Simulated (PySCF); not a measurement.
FHSn, neutral, multiplicity 1. Atoms are numbered in the order given.

```xyz
3

Sn     0.0375     0.2891     0.0000
H     -1.7410     0.4391     0.0000
F     -0.0149    -1.6549     0.0000
```

Coordinates come from a PBE0-D3(BJ)/def2-TZVP optimisation. The def2 effective core potentials stand for the cores of Sn; spin–orbit coupling is left out.

Calculation: PySCF with ωB97X/def2-TZVPD.

Mulliken values depend strongly on the basis, most of all with diffuse functions as here. ESP charges are fitted to the potential on shells at 1.4 to 2.0 van der Waals radii. Atomic charges (e):

```tsv
atom	ESP fit	Mulliken
Sn1	…	0.65
H2	…	-0.14
F3	…	-0.52
```

What belongs in the gaps? (An estimate is asked for; the answer gives what the named calculation found.)


- Sn1, ESP fit: 0.44
- H2, ESP fit: -0.11
- F3, ESP fit: -0.33
